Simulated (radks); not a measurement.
Results of a calculation; reference values are marked as such.
Valence configurations of Tb2+ (all share [Xe]). Level of theory: Dirac Kohn-Sham, PBE, spin-unpolarised, spherical densities, finite nucleus; open shells fill j = l - 1/2 first; Fermi nuclear charge, rms radius 5.06 fm (a radial shooting solver on a logarithmic mesh with Libxc functionals). Energies are relative to 4f9; eigenvalues in eV.

valence      E (eV)  e(4f5/2)  e(4f7/2)  e(5d3/2)  e(6p1/2)  e(6s1/2)
4f9           0.000   -17.109   -16.324         -         -         -
4f8 5d1       4.645   -23.074   -22.231   -15.335         -         -
4f8 6s1       5.116   -25.805   -24.959         -         -   -16.376
4f8 6p1       9.302   -26.844   -25.997         -   -12.769         -
4f7 5d2      14.081   -29.901   -28.998   -16.892         -         -
4f7 6s2      17.642   -35.928   -35.020         -         -   -18.330
4f7 5d1 6p1  19.881   -33.844   -32.938   -19.663   -13.224         -
4f7 6p2      26.976   -37.909   -37.000         -   -14.653         -
4f6 5d3      29.095   -37.413         -   -18.418         -         -
4f6 5d2 6s1  31.475   -40.518         -   -20.507         -   -17.695

NIST lists [Xe] 4f9 as the ground configuration; this level of theory agrees among the configurations tried. The energies are those of spherical spin-averaged densities, not of single terms.
